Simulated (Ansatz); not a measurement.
Ansatz (a program for electronic structure) input (CCSD(T)/STO-3G):

Ansatz 0.2 input:
```yaml
crystal:
  periodic: [false, false, false]
  atoms:
    - {symbol: C, position_ang: [-0.06547347, -0.27621392, -0.88274398]}
    - {symbol: C, position_ang: [-1.20312415, -0.46372147, 0.01665988]}
    - {symbol: Cl, position_ang: [-2.18182911, 1.11398697, 0.12894635]}
    - {symbol: C, position_ang: [1.17386005, 0.34026456, -0.41121223]}
    - {symbol: Cl, position_ang: [2.22427000, -0.93494098, 0.44326151]}
    - {symbol: H, position_ang: [-0.14182300, -0.59831085, -1.91212415]}
    - {symbol: H, position_ang: [-0.90483894, -0.66858765, 1.04176552]}
    - {symbol: H, position_ang: [-1.91268687, -1.20723568, -0.32949217]}
    - {symbol: H, position_ang: [1.79853440, 0.72565892, -1.20956492]}
    - {symbol: H, position_ang: [1.00774485, 1.10271835, 0.34566010]}
basis:
  gaussian:
    orbitals: STO-3G
magnetization: {spin_polarized: true, initial_magnetization: 1}
correlation: {method: ccsd_t, electrons: outside_noble_gas}
```

End of the output:

```
integrals: 0.01 GiB planned
476 factors; integrals over basis functions are off by at most 3.3e-5 eV
mean field: 0.13 GiB planned
mean field evaluation 1: about -27867.1532 eV, gradient 1.9e1 eV
mean field evaluation 2: about -27867.3769 eV, gradient 1.9e1 eV
mean field evaluation 4: about -27871.0610 eV, gradient 2.1e0 eV
mean field evaluation 8: about -27871.1456 eV, gradient 1.4e-3 eV
mean field evaluation 16: about -27870.8460 eV, gradient 2.1e0 eV
mean field -27871.14179655 eV, -1024.2455692848 hartree, gradient 1.7e-6 eV, S^2 0.778911; 0 other end points of the search recorded, 0 dependent functions left out
13 core orbitals not correlated
reference -27871.14179655 eV, -1024.2455692848 hartree; 16, 15 occupied and 9, 10 virtual orbitals, 476 factors
second order -4.21744682 eV of doubles, -0.00000000 eV of singles
coupled cluster: 0.08 GiB planned
cycle   1  -5.10381891 eV  change   -8.9e-1 eV  update   7.7e-2
cycle   2  -5.57970239 eV  change   -4.8e-1 eV  update   3.3e-2
cycle   3  -5.62791070 eV  change   -4.8e-2 eV  update   9.5e-3
cycle   4  -5.63208147 eV  change   -4.2e-3 eV  update   4.3e-3
cycle   5  -5.63412391 eV  change   -2.0e-3 eV  update   1.9e-3
cycle   6  -5.63467255 eV  change   -5.5e-4 eV  update   8.1e-4
cycle   7  -5.63466635 eV  change    6.2e-6 eV  update   3.2e-4
cycle   8  -5.63464217 eV  change    2.4e-5 eV  update   1.2e-4
cycle   9  -5.63459938 eV  change    4.3e-5 eV  update   4.6e-5
cycle  10  -5.63458083 eV  change    1.9e-5 eV  update   1.3e-5
perturbative correction -0.05569164 eV, -0.0020466302 hartree
Total energy: -27876.83206903 eV, -1024.4546829414 hartree
```

It need not be the lowest isomer of its formula.
